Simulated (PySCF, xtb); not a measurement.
iodoethane (C2H5I), SMILES CCI.

Harmonic wavenumbers (cm⁻¹) from xtb 6.7.1 with GFN2-xTB at its own minimum, in rising order: 248, 263, 540, 779, 1016, 1028, 1088, 1229, 1247, 1413, 1450, 1488, 1493, 3012, 3013, 3018, 3036, 3040.

Task: What does PBE-D3(BJ)/def2-SVP in PySCF 2.14.0 give at its own minimum? (Estimate from the structure and the level; the computed values follow.)

Result: 250, 256, 488, 723, 941, 947, 1051, 1174, 1201, 1339, 1404, 1408, 1422, 2966, 3034, 3055, 3078, 3111. Paired by order, the mean absolute difference is 50 cm⁻¹ and the zero-point energies are 40.6 and 39.8 kcal/mol.
